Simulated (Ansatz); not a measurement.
`CO[SiH](C)O[Si](O)(O)O` and `CCO[Si](O)(O)O` differ in one atom or group.

Ansatz, PBE0-D4/def2-TZVP geometries, multiplicity 1. Each molecule was computed in one conformer, which needn't be the lowest.

| property | `CO[SiH](C)O[Si](O)(O)O` |
| --- | --- |
| LUMO energy (PBE0/def2-TZVPP) / eV | 0.45 |
| HOMO–LUMO gap (B3LYP/def2-TZVPP) / eV | 7.98 |
| LUMO energy (ωB97M-V/def2-TZVPP) / eV | 1.88 |
| HOMO–LUMO gap (ωB97M-V/def2-TZVPP) / eV | 12.36 |
| HOMO energy (PBE0/def2-TZVPP) / eV | -8.13 |
| size of the dipole moment (PBE/def2-TZVPP) / D | 1.15 |

Problem. What does the change do to each property? (Best estimate.)

Solution. Ansatz gave: 
| property | `CCO[Si](O)(O)O` | shift |
| --- | --- | --- |
| LUMO energy (PBE0/def2-TZVPP) / eV | 0.60 | 0.15 |
| HOMO–LUMO gap (B3LYP/def2-TZVPP) / eV | 8.26 | 0.28 |
| LUMO energy (ωB97M-V/def2-TZVPP) / eV | 2.06 | 0.18 |
| HOMO–LUMO gap (ωB97M-V/def2-TZVPP) / eV | 12.77 | 0.41 |
| HOMO energy (PBE0/def2-TZVPP) / eV | -8.29 | -0.16 |
| size of the dipole moment (PBE/def2-TZVPP) / D | 0.31 | -0.84 |

With PBE0 the HOMO falls by 0.16 eV and the LUMO rises by 0.15 eV, so the gap widens by about 0.31 eV. PBE moves the HOMO by -0.08 eV and ωB97M-V by -0.23 eV. Dipoles are sizes alone; their direction can turn.

B3LYP here is the variant with VWN-RPA as its local correlation; programs differ in this.
